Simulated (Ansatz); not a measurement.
Geometry optimisation, Ansatz 0.2.0, RHF/def2-SVP.

Input file:

```yaml
crystal:
  periodic: [false, false, false]
  atoms:
    - { symbol: O, position_ang: [-1.3182, 1.8108, 0.5559] }
    - { symbol: C, position_ang: [-0.6714, 0.6412, 0.4572] }
    - { symbol: Ge, position_ang: [1.2049, 0.9528, 0.8127] }
    - { symbol: "N", position_ang: [-0.8052, 0.0547, -0.8671] }
    - { symbol: Sn, position_ang: [-0.4256, -1.9848, -0.851] }
    - { symbol: H, position_ang: [-1.0007, 2.4684, -0.161] }
    - { symbol: H, position_ang: [-1.81219, 0.16919, -0.63373] }
    - { symbol: H, position_ang: [1.8836, 1.8455, -0.3044] }
    - { symbol: H, position_ang: [1.3861, 1.6994, 2.2275] }
    - { symbol: H, position_ang: [1.9935, -0.3994, 0.9208] }
    - { symbol: H, position_ang: [-0.2626, 0.5064, -1.5402] }
    - { symbol: H, position_ang: [-1.0649, -2.6944, 0.6354] }
    - { symbol: H, position_ang: [1.2602, -2.1655, -0.8825] }
    - { symbol: H, position_ang: [-1.1525, -2.7366, -2.2236] }
basis:
  gaussian: { orbitals: def2-SVP }
hamiltonian:
  xc: hf
relax:
  f_tol: 0.02
  max_steps: 50
```

Command:

```bash
$ ansatz run input.yaml --threads 2 --pin off --max-ram 3072MiB --backend cpu --events-out ev --progress --plain --runs-dir out
```

Problem. Where does it end, and by what steps?

Solution. It converged. After 21 steps the energy has fallen by 4.031 eV; H13 moved furthest, 1.94 Å. Parted: N4–Sn5 (2.07 → 3.01 Å). Joined: C2–Sn5 (2.94 → 2.21 Å).

| step | energy less start (eV) | largest force component (eV/Å) | accepted |
| --- | --- | --- | --- |
| 0 | 0.0000 | 4.028 | yes |
| 1 | -1.1699 | 1.822 | yes |
| 2 | -1.5289 | 0.684 | yes |
| 3 | -1.5605 | 0.552 | yes |
| 4 | -1.6053 | 0.290 | yes |
| 5 | -1.6348 | 0.286 | yes |
| 6 | -1.6664 | 0.354 | yes |
| 7 | -1.7052 | 0.397 | yes |
| 8 | -1.7636 | 0.438 | yes |
| 9 | -1.8895 | 0.833 | yes |
| 10 | -2.1828 | 1.502 | yes |
| 11 | -2.6707 | 1.841 | yes |
| 12 | -3.1305 | 1.929 | yes |
| 13 | -3.5266 | 1.840 | yes |
| 14 | -3.7002 | 1.895 | yes |
| 15 | -3.8508 | 1.313 | yes |
| 16 | -3.9912 | 0.485 | yes |
| 17 | -4.0100 | 0.712 | yes |
| 18 | -4.0296 | 0.110 | yes |
| 19 | -4.0306 | 0.028 | yes |
| 20 | -4.0308 | 0.027 | yes |
| 21 | -4.0309 | 0.014 | yes |

```xyz
14
Properties=species:S:1:pos:R:3
O -1.354 0.771 0.696
C -0.365 0.265 -0.189
Ge 1.432 0.903 0.372
N -0.564 0.640 -1.561
Sn -0.548 -1.925 0.015
H -1.345 1.718 0.699
H -1.452 0.346 -1.930
H 1.466 2.429 0.138
H 1.652 0.628 1.865
H 2.545 0.239 -0.448
H -0.485 1.633 -1.714
H -2.024 -2.305 0.783
H 0.756 -2.521 0.953
H -0.499 -2.652 -1.534
```

Whether the end is a true minimum wasn't checked by a vibrational analysis.

Run time: 83 s on 2 threads of Intel(R) Xeon(R) Platinum 8488C (Sapphire Rapids) (shared host), peak memory 0.49 GiB.
